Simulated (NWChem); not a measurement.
Species: PbHOI, singlet; SMILES [Pb]([OH])[I]

```xyz
4

Pb     0.2117     1.0082     0.0000
I     -0.0080    -1.8132     0.0000
O     -1.8597     1.3869     0.0000
H     -2.0612     2.3319     0.0000
```
Atoms are numbered in this order, from 1.

All runs: NWChem. Medium grid unless said otherwise, to which SCAN and Minnesota functionals are sensitive. Low-valent species are run as closed-shell singlets; no triplet was tried in these runs. Coordinates come from a PBE0/def2-SVP optimisation. def2 effective core potentials on I, Pb; no spin-orbit coupling. Hybrids' shares of exact exchange are those that their runs print; pure functionals count as 0. The functionals differ in more than this share.

| row | share of exact exchange | highest occupied level (eV) |
|---|---|---|
| PBE/def2-SVP | 0.00 | -5.86 |
| PW91/def2-SVP | 0.00 | -5.90 |
| TPSSh/def2-SVP | 0.10 | withheld |
| B3LYP/def2-SVP | 0.20 | -6.70 |
| B3PW91/def2-SVP | 0.20 | -6.80 |
| M06/def2-SVP | 0.27 | -6.88 |

Fit a straight line of the last column on the one before it, predict the withheld value, and compare with the run.


1. Means of the 5 shown rows: x = 0.134, y = -6.428. Slope Σ(x − x̄)(y − ȳ)/Σ(x − x̄)² = -0.2508/0.06312 = -3.974; intercept -5.895.
2. The shown rows scatter about the line by 0.065 (root mean square); the largest residual is -0.11, at B3PW91/def2-SVP.
3. At x = 0.10 (TPSSh/def2-SVP; inside the shown range) the line gives -6.29.
4. The run gives -6.39, -0.10 from the line, 1.5 times the scatter.
